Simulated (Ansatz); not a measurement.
A CCSD(T) single point on C$_{2}$H$_{7}$BOSe, SMILES `COB(C)[SeH]`.

```yaml
crystal:
  periodic: [false, false, false]
  atoms:
    - {symbol: C, position_ang: [-1.377767, 1.188196, 1.011574]}
    - {symbol: O, position_ang: [-0.709307, -0.036279, 0.792202]}
    - {symbol: B, position_ang: [0.232201, -0.202964, -0.159912]}
    - {symbol: C, position_ang: [0.917927, -1.599062, -0.327559]}
    - {symbol: Se, position_ang: [0.704148, 1.335823, -1.307082]}
    - {symbol: H, position_ang: [-1.931503, 1.495421, 0.119387]}
    - {symbol: H, position_ang: [-0.668774, 1.976745, 1.280919]}
    - {symbol: H, position_ang: [-2.078186, 1.042820, 1.833271]}
    - {symbol: H, position_ang: [0.528567, -2.320090, 0.394161]}
    - {symbol: H, position_ang: [2.000748, -1.524281, -0.191532]}
    - {symbol: H, position_ang: [0.758379, -1.997083, -1.333919]}
    - {symbol: H, position_ang: [1.700566, 0.585753, -2.077509]}
basis:
  gaussian: {orbitals: def2-TZVPP}
correlation: {method: ccsd_t}
```

```sh
$ ansatz run in.yaml --threads 4 --pin off --events-out ev --progress --plain --max-ram 10444MiB
```

Log, shortened:

```
Functional definition: HF
1634 factors; integrals over basis functions are off by at most 9.9e-4 eV
mean field evaluation 1: about -70183.7779 eV, gradient 3.8e1 eV
mean field evaluation 2: about -70184.0225 eV, gradient 3.9e1 eV
mean field evaluation 4: about -70187.6544 eV, gradient 5.0e0 eV
mean field evaluation 8: about -70187.7293 eV, gradient 2.7e-1 eV
mean field -70187.72976686 eV, -2579.3514939800 hartree, gradient 3.1e-6 eV, S^2 0.000000; 0 other end points of the search recorded, 0 dependent functions left out
13 core orbitals not correlated: weight in the atoms' cores, before any rotation towards them, 1.000 or more for the frozen orbitals, at most 0.000 for the correlated occupied ones
reference -70187.72976686 eV, -2579.3514939800 hartree; 20, 20 occupied and 237, 237 virtual orbitals, 1634 factors
second order -26.24045687 eV of doubles, -0.00000000 eV of singles
cycle   1  -26.54690790 eV  change   -3.1e-1 eV  update   1.1e-1
cycle   2  -27.18742645 eV  change   -6.4e-1 eV  update   3.1e-2
cycle   3  -27.31576602 eV  change   -1.3e-1 eV  update   1.7e-2
cycle   4  -27.30113750 eV  change    1.5e-2 eV  update   4.6e-3
cycle   5  -27.29996522 eV  change    1.2e-3 eV  update   2.2e-3
cycle   6  -27.30049880 eV  change   -5.3e-4 eV  update   6.7e-4
cycle   7  -27.30003366 eV  change    4.7e-4 eV  update   2.2e-4
cycle   8  -27.30003066 eV  change    3.0e-6 eV  update   6.6e-5
cycle   9  -27.30006876 eV  change   -3.8e-5 eV  update   2.1e-5
perturbative correction -1.05979018 eV, -0.0389465707 hartree
Total energy: -70216.08962580 eV, -2580.3936995731 hartree
```

Hardware: 4 threads of an Arm Neoverse V2 on a shared host. Wall time 4.9 min, peak host memory 7.5 GiB.

The correlation energy is -28.360 eV, 3.7 % of it from (T); the T1 diagnostic reads 0.0115.
